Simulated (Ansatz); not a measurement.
Consider the isomerisation: `BrB1CCO1` → `OB1CC1Br`.

Program: Ansatz. Geometries: PBE0-D4/def2-TZVP. ΔE: electronic, gas phase. CCSD(T)/CBS adds triple-zeta CCSD(T) − MP2 to the extrapolated MP2 energy (def2 sets, frozen cores). DFT in def2-TZVPP. For Br outer-core shells are correlated without core-valence functions, which leaves a few kJ/mol of doubt a bond. Scalar relativity is left out up to krypton. One conformer a species, not always the lowest.

```json
{"level": "PBE0-D4", "ΔE (kJ/mol)": "144.9"}
{"level": "ωB97M-V", "ΔE (kJ/mol)": "145.9"}
{"level": "SCS-MP2/def2-TZVPP", "ΔE (kJ/mol)": "154.2"}
{"level": "HF/CBS(def2)", "ΔE (kJ/mol)": "153.0"}
```

Task: What does CCSD(T)/CBS give? (An estimate is asked.)

Result: The calculation gave: +150.5 kJ/mol. The listed levels differ from it by -5.6, -4.6, 3.7, 2.5 kJ/mol.

Largest T1 diagnostic among the species: 0.012.

From PBE to PBE0 (25 % exact exchange), in def2-TZVPP and without D4, ΔE moves by +4.6 kJ/mol.
